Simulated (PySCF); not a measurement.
**Field gradients at the hydrogen positions**

Compound: C3H8OSi.
Atom-mapped SMILES: `[OH:1][SiH2:2][CH:3]1[CH2:4][CH2:5]1` (hydrogens: H6 on O1; H7, H8 on Si2; H9 on C3; H10, H11 on C4; H12, H13 on C5)

Geometry (GFN2-xTB, Å), atoms numbered from 1 in this order:
```
atom  x, y, z in Å
O1     2.2462    0.9274    0.7131
Si2    1.4375   -0.4137    0.2697
C3    -0.1827    0.0019   -0.6003
C4    -1.2871    0.6873    0.1560
C5    -1.4431   -0.7386   -0.2529
H6     2.4040    1.6504    0.1124
H7     1.2193   -1.0440    1.5642
H8     2.2443   -1.2243   -0.6495
H9    -0.1052    0.2852   -1.6456
H10   -1.8751    1.4364   -0.3546
H11   -1.1309    0.9030    1.2024
H12   -1.3934   -1.4976    0.5133
H13   -2.1381   -0.9730   -1.0461
```

Level: PBE0/pcSseg-1 (PySCF, non-relativistic); Q(2H) = 0.00286 b; rigid geometry, the same for H and D, with no vibrational averaging.

Question: Rank these positions by the coupling χzz of a deuteron there, largest first.
A. H11 (methylene hydrogen)
B. H8 (Si–H hydrogen)
C. H6 (hydroxyl hydrogen)
D. H7 (Si–H hydrogen)
E. H9 (methine hydrogen)

Answer: C (346 kHz), A (222 kHz), E (217 kHz), D (111 kHz), B (105 kHz).

Tabulate Vzz, the asymmetry η and χzz = 234.96 MHz × Q × Vzz for every hydrogen position.

```csv
atom,bonded to,bond length (Å),Vzz (au),η,χzz (kHz)
H6,O1,0.953,0.5154,0.06,346
H7,Si2,1.456,0.1653,0.01,111
H8,Si2,1.467,0.1570,0.02,105
H9,C3,1.086,0.3236,0.07,217
H10,C4,1.081,0.3306,0.07,222
H11,C4,1.080,0.3300,0.08,222
H12,C5,1.080,0.3305,0.07,222
H13,C5,1.080,0.3304,0.07,222
```

Average by the element that carries the hydrogen.

on O: 346 kHz over 1 position, mean bond length 0.953 Å; on Si: 108 kHz over 2 positions, mean bond length 1.462 Å; on C: 221 kHz over 5 positions, mean bond length 1.081 Å.

Give the 2H NMR doublet splittings at H11 for a magnetic field along the z, y and x axes of the gradient: 3χ/2, 3χ(1 + η)/4, 3χ(1 − η)/4.

With |χ| = 221.8 kHz and η = 0.079: 333, 179 and 153 kHz, to first order and without motion.

Geometry: GFN2-xTB, one conformer, isolated molecule. GFN2-xTB bond lengths can be off by several hundredths of an ångström, more for odd bonds, and the gradients follow them. A larger basis could move these couplings by a tenth or more.

These values come from a run that also computed NMR shieldings. The run took 11 s on one thread, Arm Neoverse V1 (aarch64) (shared host), and the process peaked at 0.62 GiB of memory.
